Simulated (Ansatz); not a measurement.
`CNBCl` + `BN` → `BNBNC` + HCl at 400 K and 1 bar (ligand exchange at a B–Cl bond).

Gas-phase electronic energies from Ansatz, PBE0-D4/def2-TZVP geometries. CBS: MP2 limit from def2 TZ/QZ plus the TZ coupled-cluster correction, frozen cores. This one scheme is used for every species. One conformer a species, not always the lowest.

```
species  CCSD(T)/CBS energy (Eh)  H − E (kJ/mol)  S (J/(mol·K))
`CNBCl`               -580.41629           208.2          327.5
   `BN`                -81.93499           142.5          243.5
`BNBNC`               -201.95888           316.2          360.4
    HCl               -460.38127            29.6          195.4
```

H − E and S are ideal-gas, rigid-rotor, harmonic terms from PBE0-D4/def2-TZVP, for one conformer and one mirror image of each species. 1 Eh = 2625.50 kJ/mol, R = 8.31446 J/(mol·K).

Question: By hand: ΔE, ΔH, ΔS and ΔG.

Answer: ΔE = (-201.95888) + (-460.38127) − (-580.41629) − (-81.93499) = 0.01113 Eh = 29.2 kJ/mol. Δ(H − E) = 316.2 + 29.6 − 208.2 − 142.5 = -4.9, so ΔH = 24.3 kJ/mol. ΔS = 360.4 + 195.4 − 327.5 − 243.5 = -15.2 J/(mol·K). ΔG = 24.3 − 400 × (-15.2)/1000 = 30.4 kJ/mol.

Question: By hand: the equilibrium constant, and the temperature at which ΔG would vanish if ΔH and ΔS stayed fixed.

Answer: log₁₀ K = −ΔG/(RT ln 10) = -4.0. ΔH and −TΔS have one sign here, so there is no such temperature.

ΔH outweighs TΔS. A doubt of 5 kJ/mol in ΔE shifts log₁₀ K by 0.7 here. Other conformers and mirror images would add mixing entropy, several J/(mol·K) or more a flexible species. These are equilibria of isolated gas molecules and say nothing of rates. Largest T1 diagnostic: 0.013 (customary marks: 0.02 for closed shells, 0.045 for open ones).
